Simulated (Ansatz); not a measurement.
`[OH][Ge]([OH])([SiH3])[GeH3]` + `C[O][Ga]([OH])[SH]` → `C[O][Ga]([SH])[O][SiH3]` + `[OH][GeH]([OH])[GeH3]`  (cleavage of the Si–Ge bond)

Isolated molecules relaxed with PBE0-D4/def2-TZVP in Ansatz; ΔE leaves out vibrations. CCSD(T)/CBS is the MP2 limit (def2-TZVPP, def2-QZVPP) plus CCSD(T) − MP2 in def2-TZVPP, frozen cores. DFT in def2-TZVPP. B3LYP here is the variant with VWN-RPA as its local correlation; programs differ in this. For Ga, Ge outer-core shells are correlated without core-valence functions, which leaves a few kJ/mol of doubt a bond. Scalar relativity is left out up to krypton. Each species was taken in one conformer, which may not be the lowest.

CCSD(T)/CBS gives -19.7 kcal/mol.

Problem. Another level gave -16.4 kcal/mol. Which?
A. r2SCAN/def2-TZVPP
B. PBE-D4/def2-TZVPP
C. PBE0-D4/def2-TZVPP
D. B3LYP-D4/def2-TZVPP

Solution. C. PBE0-D4 -16.4, r2SCAN -18.2, B3LYP-D4 -19.4, PBE-D4 -13.6 kcal/mol.

Largest T1 diagnostic among the species: 0.014.

In def2-TZVPP, CCSD(T) changes the Hartree–Fock value by +7.6 kcal/mol (the triples alone add +1.1 kcal/mol) and MP2 by +6.8 kcal/mol. From PBE to PBE0 (25 % exact exchange), in def2-TZVPP and without D4, ΔE moves by −2.9 kcal/mol.
